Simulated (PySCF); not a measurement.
4-methylpyridine, C6H7N.
Cartesian coordinates in Å at the PBE0-D3(BJ)/def2-SVP level; atoms count from 1:
```xyz
14
C6H7N angstrom
C      1.9586   -0.1200    0.1373
C      0.4644   -0.0220    0.0787
C     -0.1860    1.2055   -0.0816
C     -1.5771    1.2377   -0.1590
N     -2.3469    0.1549   -0.0874
C     -1.7329   -1.0150    0.0679
C     -0.3494   -1.1564    0.1566
H      2.3763   -0.2482   -0.8752
H      2.4061    0.7893    0.5633
H      2.2829   -0.9826    0.7368
H      0.3867    2.1346   -0.1430
H     -2.0943    2.1967   -0.2829
H     -2.3771   -1.9002    0.1292
H      0.0909   -2.1483    0.2885
```

Computed, not measured: core-valence-separated Tamm–Dancoff BHandHLYP/aug-pcX-1 (pcseg-1 on H) in PySCF, non-relativistic, gas phase, PBE0-D3(BJ)/def2-SVP geometry. The energies are unshifted.

The lowest roots of each edge with f over 0.003 (five at most, numbered afresh; weaker and dark ones are left out), with transition dipoles (au) in the frame of the coordinates:

| root | edge | E (eV) | μx | μy | μz |
| --- | --- | --- | --- | --- | --- |
| 1 | C | 282.98 | -0.0034 | 0.0084 | 0.0851 |
| 2 | C | 283.11 | 0.0031 | -0.0077 | -0.0600 |
| 3 | C | 283.12 | -0.0061 | 0.0106 | 0.1151 |
| 4 | C | 283.33 | 0.0024 | -0.0043 | -0.0469 |
| 5 | C | 283.34 | -0.0069 | 0.0136 | 0.1365 |
| 6 | N | 396.52 | -0.0039 | 0.0078 | 0.0779 |

Question: What are the oscillator strengths?

Answer: f = (2/3) ΔE |μ|², with ΔE in hartree (27.2114 eV):

```tsv
root	ΔE (Eh)	|μ|² (au)	f	core hole on
1	10.3993	0.007326	0.051	C2
2	10.4040	0.003669	0.025	C3/C7
3	10.4044	0.013394	0.093	C3/C7
4	10.4121	0.002224	0.015	C4/C6
5	10.4124	0.018865	0.131	C4/C6
6	14.5720	0.006143	0.060	N5
```

Question: Molecules are fixed in this frame and the field points along (1, 1, 0)/√2. What effective strengths 3 f cos²θ do the roots have (θ between field and μ)?

Answer: root 1 (C2): 0.000, root 2 (C3/C7): 0.000, root 3 (C3/C7): 0.000, root 4 (C4/C6): 0.000, root 5 (C4/C6): 0.000, root 6 (N5): 0.000. Averaged over all orientations cos²θ is 1/3, which gives f back.

